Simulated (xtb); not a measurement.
Cl$_{3}$Ga (SMILES [Cl][Ga]([Cl])[Cl]), singlet, from a rough starting geometry (GFN-xTB shapes and energies of metal compounds can be far from the true ones).

The xtb input:
```
$ xtb mol.xyz --gfn 2 --opt vtight --json

# file mol.xyz
4

Ga     0.00929149     0.01479990    -0.00070967
Cl    -1.78373736    -1.14963199    -0.21863801
Cl     0.11062064     1.90125449    -0.73043844
Cl     1.63586637    -0.84878246     0.91919531
```

**Question.** What does this run give for the HOMO-LUMO gap, dipole moment, total energy at the end of the optimisation?

**Answer.** 
```json
{
 "HOMO-LUMO gap": "4.06 eV",
 "dipole_moment": "0.00 D",
 "total_energy_at_the_end_of_the_optimisation": "-15.040736 Ha"
}
```
